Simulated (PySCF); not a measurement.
Vertical excitations of a molecule C8H12 from PySCF with TDA-CAM-B3LYP/def2-SVPD, as energy in eV (oscillator strength): 6.39 (0.000), 6.68 (0.000), 6.88 (0.053), 6.90 (0.056), 7.37 (0.000), 7.48 (0.049). Lowest triplet (TDA): 4.09 eV. Coordinates come from a PBE0-D3(BJ)/def2-SVP optimisation. Other conformers were not sampled.

### Question
Identify the compound among the candidates.
(A) C=C[C@H]1CC[C@@H]1C=C
(B) C=C=C1CC[C@@H](C)C1
(C) C=CC1(C=C)C[C@H]1C
(D) C1=CCCC=CCC1

### Answer
D, C1=CCCC=CCC1
